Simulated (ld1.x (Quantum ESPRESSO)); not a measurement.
**An all-electron radial function and its pseudo partner (V)**

Columns: radius, all-electron u(r) and pseudo u(r) of the 3d shell (level -3.61 eV) of vanadium in the configuration [Ar] 3d3.5 4s1.5 4p0; PBE, scalar-relativistic, TM scheme, ld1.x (Quantum ESPRESSO) 7.5.

```
r (bohr)  all-electron  pseudo
   0.208        0.1782  0.0276
   0.415        0.4997  0.1856
   0.622        0.7044  0.4709
   0.830        0.7810  0.7480
   1.038        0.7746  0.8821
   1.245        0.7283  0.8594
   1.453        0.6667  0.7544
   1.660        0.6026  0.6411
   1.868        0.5411  0.5511
   2.075        0.4849  0.4860
   2.282        0.4345  0.4345
   2.490        0.3893  0.3893
   2.698        0.3491  0.3491
   2.905        0.3134  0.3134
   3.113        0.2812  0.2812
   3.320        0.2525  0.2525
   3.528        0.2266  0.2266
   3.735        0.2033  0.2033
   3.943        0.1823  0.1823
   4.150        0.1635  0.1635
   4.358        0.1465  0.1465
   4.565        0.1313  0.1313
   4.773        0.1176  0.1176
   4.980        0.1054  0.1054
   5.188        0.0944  0.0944
   5.395        0.0847  0.0847
```

**Question.** How many radial nodes do the two functions have?

**Answer.** The all-electron 3d function has n − l − 1 = 0; the pseudo-wave has 0.

**Question.** At about which radius was the pseudo-wave matched?

**Answer.** 2.35 bohr, where the columns begin to agree (steps of 0.21 bohr).

**Question.** Where does each function peak?

**Answer.** Outermost all-electron maximum near 0.83 bohr, pseudo maximum near 1.04 bohr (to the table’s step).

**Question.** Is the pseudo-wave norm-conserving?

**Answer.** Yes: the TM scheme keeps the norm inside the radius equal to the all-electron one, which fixes the energy derivative of the logarithmic derivative at the level.
